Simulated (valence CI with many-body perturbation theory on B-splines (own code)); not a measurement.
## Questions on Pt³⁸⁺

Method: valence CI with perturbative core correlation (CI+MBPT): four valence electrons over a frozen Dirac-Fock core [Kr], radial functions for each j: 9 s, 9 p, 10 d, 8 f, 5 g, 3 h, 1 i, with the one-electron correlation potential Σ1 (screened to all orders), the two-electron term Σ2, the three-electron term Σ3, Breit, model QED; selected single and double excitations, second order for the rest (own B-spline code, finite nucleus).

The last digits are not significant, and no measured levels were compared; by estimate large intervals hold to a few tenths of a per cent, small ones and those within an open d or f shell to about a per cent. Only levels of the ground parity were solved; by the run's estimate the other parity begins above the list, which can be wrong where configurations are misplaced.

Levels are named by their leading jj configuration (3d3/2^4 stands for four electrons in 3d with j = 3/2), which in mixed levels can hold well under half, so a name can repeat and another be missing.

Rates and lifetimes use the calculated energies. Strong lines usually hold to 10 to 20 %, long lifetimes can be off by a factor of two.

**Question.** What is the ground level?

**Answer.** (4d3/2^4) J=0, composition 59 % 4d4 3P + 28 % 4d4 5D + 13 % 4d4 1S.

**Question.** How well does LS coupling describe the low levels?

**Answer.** Among the lowest 20 levels the leading LS term, summed over configurations, holds 48 % on average. For single configurations the figures are 48 % in LS and 95 % in jj coupling. Terms mix most in the J = 4 level at 206150 cm⁻¹, where the leading one holds 28 %.

**Question.** What is the ionisation energy?

**Answer.** 1764.9 eV; NIST lists 1763 ± 4 eV (theoretical).

**Question.** Name the longest-lived excited levels whose lifetime is computed, and their main decay.

**Answer.** (4d3/2^2 4d5/2^2) J=6 at 400650 cm⁻¹ lives 39.2 ms, mostly by M1 to (4d3/2^2 4d5/2^2) J=5. The lifetime of (4d3/2^3 4d5/2) J=4 is too uncertain to give, and may be longer.
